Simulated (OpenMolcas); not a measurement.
# Co IV: from CASSCF to CASPT2

```json
{"Program": "OpenMolcas", "Basis": "ANO-RCC-VTZP [6s5p3d2f1g]", "Scalar Hamiltonian": "DKH2, point nucleus", "Active space": "6 electrons in 5 orbitals (3d)", "State averaging": "2S+1 = 5 even, 5 roots; 2S+1 = 3 even, 45 roots; 2S+1 = 1 even, 50 roots", "Spin-orbit coupling": "RASSI with atomic mean-field integrals over the reference wave functions, term energies averaged over their components"}
```

Methods on the same reference wave functions:
A. CASSCF
B. SS-CASPT2, IPEA 0.25 Eh, imaginary shift 0.1 Eh (closed shells correlated: 3s 3p)
C. MS-CASPT2, IPEA 0.25 Eh, imaginary shift 0.1 Eh (closed shells correlated: 3s 3p)
D. XMS-CASPT2, IPEA 0.25 Eh, imaginary shift 0.1 Eh (closed shells correlated: 3s 3p)

Energies in cm⁻¹ above 3d⁶ ⁵D₄, the measured ground level; measured values from Sugar and Corliss, J. Phys. Chem. Ref. Data 10, 1097 (1981).

| Level | A | B | C | D | Measured |
| --- | --- | --- | --- | --- | --- |
| 3d⁶ ⁵D₄ | 0.0 | 0.0 | 0.0 | 0.0 | 0.0 |
| 3d⁶ ⁵D₃ | 654 | 657 | 657 | 657 | 639 |
| 3d⁶ ⁵D₂ | 1112 | 1111 | 1111 | 1111 | 1078 |
| 3d⁶ ⁵D₁ | 1407 | 1401 | 1401 | 1401 |  |
| 3d⁶ ⁵D₀ | 1551 | 1542 | 1543 | 1544 | 1494 |
| 3d⁶ ³H₆ | 25851 | 23970 | 23970 | 24630 | 23680 |
| 3d⁶ ³H₅ | 26181 | 24280 | 24280 | 24940 | 24032 |
| 3d⁶ ³H₄ | 26421 | 24480 | 24480 | 25150 | 24272 |
| 3d⁶ ³P₂(1) | 28190 | 22930 | 22930 | 23550 | 22883 |
| 3d⁶ ³F₄(1) | 29562 | 25630 | 25630 | 26350 | 25396 |
| 3d⁶ ³F₃(1) | 29933 | 25960 | 25960 | 26690 | 25736 |
| 3d⁶ ³P₁(1) | 30095 | 24840 | 24830 | 25450 | 24729 |
| 3d⁶ ³F₂(1) | 30211 | 26200 | 26200 | 26920 | 25969 |
| 3d⁶ ³P₀(1) | 30869 | 25610 | 25600 | 26220 | 25449 |
| 3d⁶ ³G₅ | 32648 | 29380 | 29380 | 30160 | 29022 |
| 3d⁶ ³G₄ | 33267 | 29960 | 29960 | 30730 | 29592 |
| 3d⁶ ³G₃ | 33528 | 30210 | 30210 | 30980 | 29868 |
| 3d⁶ ¹I₆ | 38970 | 36510 | 36510 | 37170 | 35943 |
| 3d⁶ ¹G₄(1) | 41161 | 37570 | 37570 | 37830 | 36683 |
| 3d⁶ ³D₁ | 42217 | 36720 | 36720 | 37650 |  |
| 3d⁶ ³D₂ | 42245 | 36730 | 36730 | 37640 |  |
| 3d⁶ ³D₃ | 42430 | 36930 | 36930 | 37860 | 36554 |
| 3d⁶ ¹S₀(1) | 47796 | 42030 | 42000 | 42580 | 41442 |
| 3d⁶ ¹D₂(1) | 51120 | 43490 | 43490 | 43350 | 42342 |

Deviations, from unrounded energies. A percentage is the sum of absolute deviations over the sum of measured energies, with the sign that they share, or ± where signs differ.

```json
{"Against measurement": "mean absolute deviation (cm-1)", "Levels": "20", "A": "3700", "B": "330", "C": "320", "D": "850"}
{"Against measurement": "fine structure of the ground term (%)", "Levels": "3", "A": "+3.3", "B": "+3.1", "C": "+3.1", "D": "+3.1"}
{"Against measurement": "other terms of the ground configuration (%)", "Levels": "17", "A": "+14.8", "B": "+1.3", "C": "+1.3", "D": "+3.4"}
```

B, C lie about equally close to measurement and A furthest from it. The largest miss of C in the table is 3d⁶ ¹D₂(1), by +1100 cm-1. The ranking rests on the paired levels alone, and a cruder setting can come out closer through cancelling errors.

Among B to D the level of the table that moves most is 3d⁶ ³D₁, by 930 cm-1 (lowest in B, highest in D). Moves below CASPT2's spread within the term are not significant.

The mean deviations of B to D differ by less than CASPT2's widest spread within a term (1500 cm-1), so their order carries little weight.

From A to B the spin-free energies of the other terms of 3d⁶ shown, above ⁵D, scale by factors of 0.81 to 0.94, as is usual when dynamic correlation screens the repulsion within a d or f shell.

The lowest spin-free term lies below A's lowest term by 0.405 hartree in B, 0.405 hartree in C, 0.411 hartree in D.

CASPT2 does not keep the components of a term degenerate, so their means are used; among the terms shown or strongly mixed into the levels shown the widest spread is 1500 cm-1 (3d⁶ ¹I, D). The CASPT2 spread within a term exceeds the gap to the next term for 3d⁶ ³P(1) and 3d⁶ ³H, 3d⁶ ¹I and 3d⁶ ³D, so the order of their levels is uncertain (figures for C; the like holds for D). Without dynamic correlation excited terms often stand tens of per cent too high (terms of higher spin than the ground term too low), and those without a measured partner can miss by more than the paired ones (holds for A). Computed and measured levels are paired by configuration, term and J; levels that our copy of the source lacks, or whose pairing is in doubt (as where it misses far off the trend of its configuration), stay unpaired and out of the deviations. Only configurations of the active space appear. Levels that lie high or do not pair safely by name in every column are left out.

A number in round brackets counts repeated terms of one configuration in the order of the reference energies.
